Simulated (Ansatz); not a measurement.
Reaction (substitution at a C–Sn bond): `[CH3][SnH]1[BH][NH]1` + `[OH][Hf]([F])([SH])[Cl]` → `C[S][Hf]([OH])([F])[Cl]` + `[BH]1[NH][SnH2]1`

Calculated with Ansatz (gas phase, PBE0-D4/def2-TZVP geometries, no zero-point term in ΔE). CCSD(T)/CBS is the MP2 limit (def2-TZVPP, def2-QZVPP) plus CCSD(T) − MP2 in def2-TZVPP, frozen cores. DFT in def2-TZVPP. Elements past krypton have def2 core potentials. For Hf, Sn outer-core shells are correlated without core-valence functions, which leaves a few kJ/mol of doubt a bond. One conformer a species, not always the lowest.

```tsv
species	ωB97M-V energy (Eh)
`[CH3][SnH]1[BH][NH]1`	-335.53733
`[OH][Hf]([F])([SH])[Cl]`	-1082.92178
`C[S][Hf]([OH])([F])[Cl]`	-1122.21777
`[BH]1[NH][SnH2]1`	-296.22286
```

Question: Work out ΔE.

Answer: ΔE = (-1122.21777) + (-296.22286) − (-335.53733) − (-1082.92178) = 0.01848 Eh = +0.50 eV. CCSD(T)/CBS gives +0.56 eV.

Largest T1 diagnostic among the species: 0.016.

In def2-TZVPP, CCSD(T) changes the Hartree–Fock value by +0.07 eV (the triples alone add −0.00 eV) and MP2 by +0.10 eV.
